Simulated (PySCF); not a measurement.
This script is equivalent to a calculation on N (nitrogen, neutral).

```python
from pyscf import gto, scf, dft, mp, cc
import basis_set_exchange as bse
mol = gto.M(atom="N 0 0 0", charge=0, spin=3, symmetry="D2h",
            basis=gto.basis.parse(bse.get_basis("def2-TZVP", elements=["N"], fmt="nwchem", header=False)))
mf = dft.UKS(mol, xc="PBE0")
mf.irrep_nelec = {'Ag': (2, 2), 'B1u': (1, 0), 'B2u': (1, 0), 'B3u': (1, 0)}
mf.kernel()
```

Task: What total energy does it give?

Result: -54.544 hartree (calculated).

Task: Which occupied shell lies highest, and where?

Result: 2p α, at -10.173 eV.

Task: What is ⟨S²⟩, and what would a pure spin state give?

Result: 3.753, against 3.75.
